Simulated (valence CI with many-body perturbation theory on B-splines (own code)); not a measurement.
## Os62+: electric-dipole lines

Method: relativistic CI+MBPT: four valence electrons over a frozen Dirac-Fock core [Ne], a basis of 11 s, 11 p, 9 d, 7 f, 5 g, 2 h, 1 i functions for each j, with the one-electron correlation potential Σ1 (screened to all orders), the two-electron term Σ2, the three-electron term Σ3, Breit, model QED; selected single and double excitations, second order for the rest (own B-spline code, finite nucleus).

The last digits are not significant, and no measured levels were compared; by estimate large intervals hold to a few tenths of a per cent, small ones and those within an open d or f shell to about a per cent.

Lines 51 to 100 of 236 in falling wavelength, among levels below 11316 × 10³ cm⁻¹, chosen from the strongest by gf and those to the six lowest levels. Wavelengths and rates use the calculated energies. Electric multipoles are in the length gauge, E1 and E2 with the static RPA response of the core. Weak lines are less certain than strong ones. Lines between different terms over intervals too small for the method are left out, as are lines whose strength nearly cancels. The highest levels of a list are the least certain.

Levels are named by their leading jj configuration (3d3/2^4 stands for four electrons in 3d with j = 3/2), which in mixed levels can hold well under half, so a name can repeat and another be missing. Letters in brackets count levels of one name in rising energy.

| λ vac (Å) | Upper | Lower | A (s⁻¹) | S (a.u.) with core polarisation | S without |
| --- | --- | --- | --- | --- | --- |
| 58.45 | (3s 3p1/2^2 3d3/2) J=2 | (3s 3p1/2^2 3p3/2) J=1 | 7.98e+09 | 3.93e-03 | 3.99e-03 |
| 58.19 | (3s 3p1/2 3p3/2 3d3/2) J=2 [c] | (3s 3p1/2 3p3/2^2) J=2 [b] | 2.26e+10 | 1.10e-02 | 1.11e-02 |
| 58.18 | (3s 3p1/2 3p3/2 3d3/2) J=2 [b] | (3s 3p1/2 3p3/2^2) J=3 | 7.02e+10 | 3.41e-02 | 3.46e-02 |
| 57.48 | (3p1/2^2 3p3/2 3d3/2) J=2 | (3s 3p1/2 3p3/2 3d3/2) J=1 [a] | 1.15e+10 | 5.39e-03 | 5.47e-03 |
| 56.83 | (3s^2 3p1/2 3d3/2) J=2 | (3s^2 3p1/2 3p3/2) J=2 | 1.08e+10 | 4.88e-03 | 4.95e-03 |
| 54.44 | (3s^2 3p1/2 3d3/2) J=2 | (3s^2 3p1/2 3p3/2) J=1 | 3.29e+08 | 1.31e-04 | 1.32e-04 |
| 53.93 | (3s^2 3p3/2^2) J=0 | (3s 3p1/2^2 3p3/2) J=1 | 6.48e+08 | 5.02e-05 | 5.09e-05 |
| 53.41 | (3s 3p1/2^2 3d3/2) J=1 | (3s 3p1/2^2 3p3/2) J=2 | 6.05e+09 | 1.36e-03 | 1.38e-03 |
| 52.42 | (3s^2 3p3/2^2) J=2 | (3s 3p1/2^2 3p3/2) J=2 | 8.69e+08 | 3.09e-04 | 3.13e-04 |
| 51.58 | (3s 3p1/2^2 3d3/2) J=2 | (3s 3p1/2^2 3p3/2) J=2 | 1.35e+10 | 4.57e-03 | 4.62e-03 |
| 46.97 | (3s^2 3p1/2 3d3/2) J=1 | (3s^2 3p1/2 3p3/2) J=2 | 5.97e+09 | 9.16e-04 | 9.31e-04 |
| 45.32 | (3s^2 3p1/2 3d3/2) J=1 | (3s^2 3p1/2 3p3/2) J=1 | 2.90e+09 | 4.00e-04 | 4.04e-04 |
| 43.07 | (3s 3p1/2^2 3d5/2) J=3 | (3s^2 3p1/2 3d3/2) J=2 | 6.18e+08 | 1.71e-04 | 1.73e-04 |
| 41.98 | (3s 3p1/2 3p3/2 3d5/2) J=1 [a] | (3s 3p1/2 3p3/2^2) J=1 [b] | 3.54e+10 | 3.88e-03 | 3.93e-03 |
| 41.01 | (3s 3p1/2^2 3d5/2) J=2 | (3s^2 3p1/2 3d3/2) J=2 | 5.76e+08 | 9.80e-05 | 9.96e-05 |
| 39.26 | (3s 3p1/2 3p3/2 3d5/2) J=1 [b] | (3s 3p1/2 3p3/2^2) J=1 [b] | 5.45e+10 | 4.88e-03 | 4.94e-03 |
| 39.21 | (3s 3p1/2 3p3/2 3d5/2) J=2 [b] | (3s 3p1/2 3p3/2^2) J=2 [b] | 6.75e+10 | 1.00e-02 | 1.02e-02 |
| 38.46 | (3s 3p1/2 3p3/2 3d5/2) J=3 [c] | (3s 3p1/2 3p3/2^2) J=2 [b] | 2.03e+10 | 3.99e-03 | 4.04e-03 |
| 38.42 | (3s 3p1/2 3p3/2 3d5/2) J=1 [a] | (3s 3p1/2 3p3/2^2) J=0 | 7.47e+10 | 6.28e-03 | 6.35e-03 |
| 38.34 | (3s^2 3p3/2 3d5/2) J=2 | (3s 3p1/2^2 3d3/2) J=2 | 3.11e+10 | 4.33e-03 | 4.38e-03 |
| 38.09 | (3s 3p1/2^2 3d5/2) J=2 | (3s 3p1/2^2 3p3/2) J=1 | 2.00e+11 | 2.73e-02 | 2.76e-02 |
| 37.89 | (3s^2 3p3/2 3d5/2) J=2 | (3s^2 3p3/2^2) J=2 | 1.69e+11 | 2.27e-02 | 2.30e-02 |
| 37.79 | (3s 3p1/2 3p3/2 3d5/2) J=1 [b] | (3s 3p1/2 3p3/2^2) J=2 [b] | 4.56e+10 | 3.64e-03 | 3.69e-03 |
| 37.75 | (3s 3p1/2 3p3/2 3d5/2) J=1 [c] | (3s 3p1/2 3p3/2^2) J=1 [b] | 7.02e+10 | 5.59e-03 | 5.67e-03 |
| 37.69 | (3s^2 3d3/2 3d5/2) J=3 | (3s^2 3p3/2 3d3/2) J=2 | 2.59e+11 | 4.79e-02 | 4.85e-02 |
| 37.52 | (3s^2 3p1/2 3d5/2) J=2 | (3s^2 3p1/2 3p3/2) J=2 | 4.86e+10 | 6.33e-03 | 6.41e-03 |
| 37.37 | (3s^2 3p1/2 3d5/2) J=3 | (3s^2 3p1/2 3p3/2) J=2 | 2.52e+11 | 4.54e-02 | 4.60e-02 |
| 37.32 | (3s 3p1/2 3p3/2 3d5/2) J=2 [a] | (3s 3p1/2 3p3/2^2) J=2 [a] | 2.02e+11 | 2.60e-02 | 2.63e-02 |
| 37.26 | (3s 3p1/2 3p3/2 3d5/2) J=0 | (3s 3p1/2 3p3/2^2) J=1 [b] | 4.00e+11 | 1.02e-02 | 1.04e-02 |
| 37.15 | (3s 3p1/2 3p3/2 3d5/2) J=3 [b] | (3s 3p1/2 3p3/2^2) J=3 | 2.11e+11 | 3.74e-02 | 3.79e-02 |
| 37.13 | (3s^2 3d3/2 3d5/2) J=3 | (3s^2 3p3/2 3d3/2) J=3 | 4.94e+10 | 8.74e-03 | 8.85e-03 |
| 36.76 | (3s 3p1/2 3p3/2 3d5/2) J=4 [b] | (3s 3p1/2 3p3/2^2) J=3 | 2.16e+11 | 4.77e-02 | 4.83e-02 |
| 36.57 | (3s 3p1/2 3p3/2 3d5/2) J=2 [d] | (3s 3p1/2 3p3/2^2) J=1 [b] | 4.07e+11 | 4.92e-02 | 4.98e-02 |
| 36.54 | (3s 3p1/2^2 3d5/2) J=3 | (3s 3p1/2^2 3p3/2) J=2 | 2.37e+11 | 3.99e-02 | 4.04e-02 |
| 36.52 | (3s^2 3p3/2 3d5/2) J=1 | (3s^2 3p3/2^2) J=0 | 3.76e+11 | 2.71e-02 | 2.74e-02 |
| 36.46 | (3s^2 3p1/2 3d5/2) J=2 | (3s^2 3p1/2 3p3/2) J=1 | 3.32e+11 | 3.97e-02 | 4.02e-02 |
| 36.44 | (3s 3p1/2 3p3/2 3d5/2) J=1 [c] | (3s 3p1/2 3p3/2^2) J=1 [a] | 3.06e+11 | 2.19e-02 | 2.22e-02 |
| 36.24 | (3s 3p1/2 3p3/2 3d5/2) J=3 [d] | (3s 3p1/2 3p3/2^2) J=2 [b] | 4.40e+11 | 7.23e-02 | 7.33e-02 |
| 36.23 | (3s 3p1/2 3p3/2 3d5/2) J=3 [a] | (3s 3p1/2 3p3/2^2) J=2 [a] | 3.62e+11 | 5.95e-02 | 6.02e-02 |
| 36.18 | (3s 3p1/2 3p3/2 3d5/2) J=2 [c] | (3s 3p1/2 3p3/2^2) J=1 [a] | 3.51e+11 | 4.10e-02 | 4.15e-02 |
| 36.14 | (3s 3p1/2 3p3/2 3d5/2) J=2 [b] | (3s 3p1/2 3p3/2^2) J=3 | 8.47e+10 | 9.86e-03 | 1.00e-02 |
| 36.13 | (3s 3p1/2 3p3/2 3d5/2) J=2 [c] | (3s 3p1/2 3p3/2^2) J=2 [b] | 1.43e+11 | 1.67e-02 | 1.69e-02 |
| 36.13 | (3s 3p1/2 3p3/2 3d5/2) J=1 [b] | (3s 3p1/2 3p3/2^2) J=0 | 2.14e+11 | 1.50e-02 | 1.52e-02 |
| 35.98 | (3s 3p1/2 3p3/2 3d5/2) J=0 | (3s 3p1/2 3p3/2^2) J=1 [a] | 1.43e+11 | 3.30e-03 | 3.34e-03 |
| 35.77 | (3s^2 3p3/2 3d5/2) J=3 | (3s 3p1/2^2 3d3/2) J=2 | 1.11e+11 | 1.76e-02 | 1.78e-02 |
| 35.38 | (3s^2 3p3/2 3d5/2) J=3 | (3s^2 3p3/2^2) J=2 | 5.91e+11 | 9.04e-02 | 9.16e-02 |
| 35.19 | (3s 3p1/2 3p3/2 3d5/2) J=4 [c] | (3s 3p1/2 3p3/2^2) J=3 | 2.55e+11 | 4.93e-02 | 4.99e-02 |
| 35.11 | (3s 3p1/2 3p3/2 3d5/2) J=3 [b] | (3s 3p1/2 3p3/2^2) J=2 [a] | 1.26e+11 | 1.88e-02 | 1.91e-02 |
| 35.05 | (3s 3p1/2 3p3/2 3d5/2) J=1 [a] | (3s 3p1/2 3p3/2^2) J=2 [a] | 5.58e+10 | 3.56e-03 | 3.60e-03 |
| 35.05 | (3s 3p1/2^2 3d5/2) J=2 | (3s 3p1/2^2 3p3/2) J=2 | 5.59e+10 | 5.94e-03 | 6.02e-03 |
